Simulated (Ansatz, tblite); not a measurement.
Cost and result up the ladder for the cluster SnCl₂⁺ (3 atoms). The state is a doublet with charge 1. Geometry: PBE0-D4/def2-TZVP.

Cartesian coordinates in Å:
```
Sn -0.006 -0.671 0.342
Cl 1.974 0.282 -0.238
Cl -1.967 0.389 -0.104
```

Ansatz on 4 threads of Arm Neoverse V1 on a shared host; xTB runs through tblite on one thread. Times are rough, summed over both states, and most runs start from the orbitals of an earlier one. CCSD(T)/def2-TZVPP serves as the yardstick here, not as an exact answer. Differences are given only for rows in sets of like size (and for xTB, whose basis is part of the method), since another set adds its own error. The other state is a quartet at its own geometry.

In the def2 sets Sn takes a core potential, while STO-3G treats all electrons; there is no spin–orbit coupling. The xTB rows come from tblite. HSE06 is defined as in plane-wave codes, on full-range PBE exchange. Correlated methods freeze 14 core orbitals; core or outer-core shells of Sn are correlated, in sets that lack core-valence functions. The structure comes from a short search, and lower isomers may exist.

Correlated methods converge slowly with the basis.

xTB has no spin-polarisation term.

| level | functions | quartet − doublet (eV) | difference from CCSD(T)/def2-TZVPP (eV) |
| --- | --- | --- | --- |
| HSE06-D4/def2-TZVP | 124 | 3.95 | -0.12 |
| HF/STO-3G | 45 | 3.51 | – |
| PBE0-D4/def2-TZVP | 124 | 3.95 | -0.11 |
| RPA@PBE/def2-TZVP | 124 | 3.75 | -0.31 |
| GFN1-xTB | 27 | 5.05 | 0.98 |
| GFN2-xTB | 27 | 5.56 | 1.49 |
| B2PLYP/def2-TZVP | 124 | 4.09 | 0.02 |
| ωB97X-V/def2-TZVP | 124 | 4.22 | 0.15 |
| MP2/def2-TZVP | 124 | 4.32 | 0.26 |
| PBE-D4/def2-TZVP | 124 | 3.87 | -0.20 |
| r2SCAN-D4/def2-TZVP (with forces) | 124 | 3.83 | -0.23 |
| LDA (SPW92)/def2-TZVP | 124 | 4.02 | -0.05 |
| CCSD(T)/def2-TZVPP | 134 | 4.07 | 0.00 |
| HF/def2-TZVP | 124 | 3.63 | -0.44 |

Q: Estimate how long each takes.

A: GFN1-xTB 0.006 s; GFN2-xTB 0.006 s; HF/STO-3G 0.7 s; LDA (SPW92)/def2-TZVP 1.8 s; PBE-D4/def2-TZVP 3.5 s; MP2/def2-TZVP 3.6 s; HF/def2-TZVP 4.2 s; HSE06-D4/def2-TZVP 5 s; RPA@PBE/def2-TZVP 5.4 s; PBE0-D4/def2-TZVP 6.3 s; B2PLYP/def2-TZVP 7.1 s; r2SCAN-D4/def2-TZVP (with forces) 8.6 s; ωB97X-V/def2-TZVP 14 s; CCSD(T)/def2-TZVPP 34 s. On shared hardware such times vary by a factor of up to 3.
